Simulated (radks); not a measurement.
These are the eigenvalues of the occupied orbitals of an atom or ion with whole-number occupations (hartree). Calculated with a radial shooting solver on a logarithmic mesh with Libxc functionals: scalar-relativistic Kohn-Sham, r2SCAN, spin-polarised, spherical densities, finite nucleus; meta-GGA in the generalised Kohn-Sham scheme; Fermi nuclear charge, rms radius of each element as measured or else 0.836 A^(1/3) + 0.57 fm.

orbital  eigenvalue
1s up     -522.9694
1s down   -522.9632
2s up     -70.46515
2s down   -70.40598
2p up     -62.37804
2p down   -62.33072
3s up     -11.17771
3s down   -11.09303
3p up      -8.56672
3p down    -8.47971
3d up      -4.27826
3d down    -4.18354
4s up      -1.61461
4s down    -1.55487
4p up      -1.00924
4p down    -0.95495
5s up      -0.30875

Which element is it, and in what charge state? The configuration may be excited. Open shells, if any, are filled with parallel spins first.

Answer. Z = 36, krypton, charge +1: Kr+ in [Ar] 3d9 4s2 4p5 5s1. The list shows which subshells hold electrons but not how many an open one holds; the 1s level, -522.97 hartree, gives Z - s = 32.3 by -(Z - s)^2/2, which with screening and relativity narrows Z to a few neighbours, and the depths of the outer levels then fix element, charge and occupations together.
